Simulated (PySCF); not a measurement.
InF2Br, SMILES [In]([F])([Br])[F].

Coordinates come from a PBE-D3(BJ)/def2-SVP optimisation. The def2 effective core potentials stand for the cores of In; spin–orbit coupling is left out.

Calculation: PBE/def2-TZVPD (PySCF).

The molecule is in vacuum.

Question: Estimate the frontier levels, gap, dipole moment and polarisability. (An estimate is asked for; the answer gives what the named calculation found.)

Answer: 
| Quantity | Result |
|---|---|
| highest occupied level | -7.99 eV |
| lowest empty level | -4.46 eV |
| orbital gap | 3.53 eV |
| dipole moment | 0.330 e·Å |
| quadrupole, principal values (traceless, Buckingham form, about the centre of nuclear charge) | -7.51, -3.26, 10.77 D·Å |
| mean static polarisability | 59.9 bohr³ (8.87 Å³) |
| polarisability, principal values | 44.3, 56.5, 78.8 bohr³ |
